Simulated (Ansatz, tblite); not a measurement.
Cost and result up the ladder for the cluster Cs₃H₂ (5 atoms). The state is a doublet with charge 0. Geometry: PBE-D4/def2-TZVP.

```xyz
5

Cs   -1.079    1.752    0.790
Cs    2.158   -0.246   -1.246
Cs   -2.146   -2.767    0.930
H     1.285    2.161   -0.494
H    -0.218   -0.900    0.020
```

Ansatz on 4 threads of Arm Neoverse V2 on a shared host; xTB runs through tblite on one thread. Times are rough, summed over both states, and most runs start from the orbitals of an earlier one. CCSD(T)/def2-TZVPP serves as the yardstick here, not as an exact answer. The other state is a quartet at its own geometry.

In the def2 sets Cs takes a core potential; there is no spin–orbit coupling. The xTB rows come from tblite. HSE06 is defined as in plane-wave codes, on full-range PBE exchange. Correlated methods freeze no core orbitals; core or outer-core shells of Cs are correlated, in sets that lack core-valence functions. In the quartet geometry the species has come apart into loosely held pieces. In the quartet, H4 and H5 lie 0.78 Å apart (atoms count from 1), so H2 has formed as a molecule. The structure comes from a short search, and lower isomers may exist.

xTB has no spin-polarisation term.

| level | functions | wall time |
| --- | --- | --- |
| GFN1-xTB | 16 | 0.003 s |
| GFN2-xTB | 14 | 0.003 s |
| MP2/def2-TZVP | 99 | 1.1 s |
| PBE-D4/def2-TZVP (with forces) | 99 | 4.8 s |
| BHLYP-D4/def2-TZVP | 99 | 4.9 s |
| HSE06-D4/def2-TZVP | 99 | 5.1 s |
| RPA@PBE/def2-TZVP | 99 | 5.6 s |
| PBE-QIDH/def2-TZVP | 99 | 6.8 s |
| r2SCAN-D4/def2-TZVP | 99 | 10 s |
| PBE0-D4/def2-TZVP | 99 | 12 s |
| ωB97X-V/def2-TZVP | 99 | 27 s |
| B97M-V/def2-TZVP | 99 | 28 s |
| CCSD(T)/def2-TZVPP | 136 | 1.8 min |

Question: Estimate what each level gives for the quartet − doublet (eV).

Answer: 
```tsv
level	quartet − doublet (eV)	difference from CCSD(T)/def2-TZVPP (eV)
GFN1-xTB	5.15	4.62
GFN2-xTB	3.05	2.52
MP2/def2-TZVP	-0.01	-0.54
PBE-D4/def2-TZVP (with forces)	0.15	-0.37
BHLYP-D4/def2-TZVP	-0.34	-0.87
HSE06-D4/def2-TZVP	0.15	-0.37
RPA@PBE/def2-TZVP	-0.04	-0.57
PBE-QIDH/def2-TZVP	0.53	0.01
r2SCAN-D4/def2-TZVP	0.65	0.12
PBE0-D4/def2-TZVP	0.20	-0.33
ωB97X-V/def2-TZVP	1.18	0.66
B97M-V/def2-TZVP	1.01	0.48
CCSD(T)/def2-TZVPP	0.52	0.00
```
